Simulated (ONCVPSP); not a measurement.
fluorine (F): ONCV pseudisation with PBE, scalar-relativistic reference atom.

```json
{
 "Element": "fluorine",
 "Generator": "ONCVPSP 4.0.1",
 "Type": "optimised norm-conserving Vanderbilt (ONCV)",
 "Functional": "PBE",
 "Relativity": "scalar-relativistic",
 "Frozen core": "[He]",
 "Valence charge": "7",
 "Reference configuration": "2s2 2p5",
 "Partial waves": "2s: rc 0.55 bohr, ncon 4, nbas 7, qcut 10.1 1/bohr, 1 projector; 2p: rc 1.70 bohr, ncon 5, nbas 8, qcut 9.1 1/bohr, 2 projectors, debl 3.8 Ha; d scattering state at 0.19 Ha: rc 1.60 bohr, ncon 3, nbas 6, qcut 6.4 1/bohr, 2 projectors, debl 3.5 Ha",
 "Local potential": "polynomial inside 0.35 bohr (lpopt 5, dvloc0 -1 Ha)",
 "Core correction": "Teter function, fcfact 3.25, rcfact 1.7"
}
```

All-electron outer shells of the reference configuration (PBE, scalar-relativistic, ld1.x):

```tsv
shell	level (eV)	outermost node (bohr)	outermost maximum (bohr)
1s	-663.37	–	0.11
2s	-29.90	0.24	0.76
2p	-11.11	–	0.71
```

(1) Estimate the cutoffs (Ha) at which the residual kinetic energy of the hardest occupied pseudo-wave falls to 1 and 0.1 mHa per electron.

(2) What does a ghost test show?

(3) Which valence shell sets the plane-wave cutoff?

(4) Tests: 2s2 2p4; 2s2 2p3; 2s2 2p2; 2s1 2p6. Which has the largest error in its energy relative to the reference configuration, and how large is it?

Results:

(1) 191 Ha and 396 Ha.

(2) Ghosts flagged at negative energy: d at -440.0 eV; GHOST(+) flagged for p at 134.3 eV. A true bound ghost makes a file unfit for plane-wave use.

(3) 2s: 191 Ha for 1 mHa per electron, against 30 Ha for 2p.

(4) 2s2 2p2, with +1464 meV (all-electron minus pseudo) on +118.41 eV.
